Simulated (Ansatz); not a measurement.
`CC(C)BO` → `BO` + `C=CC` at 500 K and 1 bar (β-hydride elimination).

Computed with Ansatz on PBE0-D4/def2-TZVP structures; ΔE is electronic, products minus reactants. CBS: MP2 limit from def2 TZ/QZ plus the TZ coupled-cluster correction, frozen cores. This one scheme is used for every species. Each species was taken in one conformer, which may not be the lowest.

| species | CCSD(T)/CBS energy (Eh) | H − E (kJ/mol) | S (J/(mol·K)) |
| --- | --- | --- | --- |
| `CC(C)BO` | -219.60044 | 366.6 | 405.8 |
| `BO` | -101.80414 | 113.6 | 256.0 |
| `C=CC` | -117.74610 | 238.4 | 304.6 |

H − E and S are ideal-gas, rigid-rotor, harmonic terms from PBE0-D4/def2-TZVP, for one conformer and one mirror image of each species. 1 Eh = 2625.50 kJ/mol, R = 8.31446 J/(mol·K).

Task: By hand: ΔE, ΔH, ΔS and ΔG.

Result: ΔE = (-101.80414) + (-117.74610) − (-219.60044) = 0.05020 Eh = 131.8 kJ/mol. Δ(H − E) = 113.6 + 238.4 − 366.6 = -14.6, so ΔH = 117.2 kJ/mol. ΔS = 256.0 + 304.6 − 405.8 = 154.8 J/(mol·K). ΔG = 117.2 − 500 × (154.8)/1000 = 39.8 kJ/mol.

Task: By hand: the equilibrium constant, and the temperature at which ΔG would vanish if ΔH and ΔS stayed fixed.

Result: log₁₀ K = −ΔG/(RT ln 10) = -4.2. ΔG = 0 at ΔH/ΔS = 757 K.

The number of gas molecules changes by +1, which sets the sign of ΔS. A doubt of 5 kJ/mol in ΔE shifts log₁₀ K by 0.5 here. Other conformers and mirror images would add mixing entropy, several J/(mol·K) or more a flexible species. Modes under 60 cm⁻¹, often nearly free rotors, make the harmonic entropy too high. These are equilibria of isolated gas molecules and say nothing of rates. Largest T1 diagnostic: 0.014 (customary marks: 0.02 for closed shells, 0.045 for open ones).
